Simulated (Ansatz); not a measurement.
The same hydrolysis along the group Al, Ga, In.

Isolated molecules relaxed with PBE0-D4/def2-TZVP in Ansatz; ΔE leaves out vibrations. CCSD(T)/CBS adds triple-zeta CCSD(T) − MP2 to the extrapolated MP2 energy (def2 sets, frozen cores). This one scheme is used for every species. DFT in def2-TZVPP. def2 core potentials past Kr. For Ga, In outer-core shells are correlated without core-valence functions, which leaves a few kJ/mol of doubt a bond. Scalar relativity is left out up to krypton. Each species was taken in one conformer, which may not be the lowest.

```tsv
reaction	PBE0-D4 (kcal/mol)	PBE-D4 (kcal/mol)	CCSD(T)/CBS(def2) (kcal/mol)
`[F][Al]([F])[SH]` + H₂O → `[OH][Al]([F])[SH]` + H–F	10.5	10.7	11.1
`[F][Ga]([F])[SH]` + H₂O → `[OH][Ga]([F])[SH]` + H–F	5.1	5.2	4.2
`[F][In]([F])[SH]` + H₂O → `[OH][In]([F])[SH]` + H–F	5.8	5.9	5.0
```

Largest T1 diagnostic: 0.016, for `[F][In]([F])[SH]`.
